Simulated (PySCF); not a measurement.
# How many f electrons in NdP?

Unrestricted PBE0; PySCF, spin-free X2C with a Gaussian nucleus, basis sets Nd x2c-SVPall, P x2c-SVPall. The search starts from ions with several 4f fillings and holds each by maximum overlap.

The lowest solution has 2Ms+1 = 4, about 3.4 4f electrons, near 2.35 Å.

The lowest solution of each spin and filling, followed along the bond (rough minima from three points):

```csv
2Ms+1,4f population,⟨S²⟩ at the start,R at minimum (Å),Te (eV)
4,3.35,4.03,2.35,0.00
4,3.60,4.28,2.34,0.23
6,3.66,8.77,2.39,0.30
6,3.23,8.79,2.48,0.52
```

Solutions at the starting distance of 2.410 Å, counted from the lowest; the search is not exhaustive:

| 2Ms+1 | 4f population | E (eV) | ⟨S²⟩ | ⟨Lz²⟩ | μ (D) |
| --- | --- | --- | --- | --- | --- |
| 4 | 3.35 | 0.00 | 4.03 | 12.2 | -7.15 |
| 4 | 3.19 | 0.22 | 3.83 | 9.0 | -7.77 |
| 4 | 3.60 | 0.24 | 4.28 | 13.4 | -8.30 |
| 6 | 3.66 | 0.28 | 8.77 | 10.3 | -6.81 |
| 6 | 3.96 | 0.38 | 8.78 | 12.5 | -8.10 |
| 6 | 3.54 | 0.41 | 8.77 | 11.7 | -6.22 |
| 6 | 3.57 | 0.44 | 8.77 | 11.5 | -6.30 |
| 4 | 3.59 | 0.49 | 4.84 | 11.2 | -5.89 |
| 6 | 3.23 | 0.54 | 8.79 | 13.0 | -5.35 |
| 4 | 3.97 | 0.56 | 4.79 | 12.5 | -8.23 |
| 4 | 3.85 | 0.56 | 4.88 | 10.0 | -6.03 |
| 6 | 3.27 | 0.63 | 8.78 | 10.1 | -5.52 |
| 8 | 4.01 | 1.27 | 15.76 | 13.6 | -3.13 |

Partly filled real f orbitals mix terms, so no term symbols are given. A population far from a whole number shows f orbitals mixing with d and ligand orbitals, not a clean configuration. A positive dipole means Nd(−)P(+).

Spin–orbit coupling is left out. The state is the lowest single determinant that the PBE0 search found; with open d or f shells the true ground state can be another one.
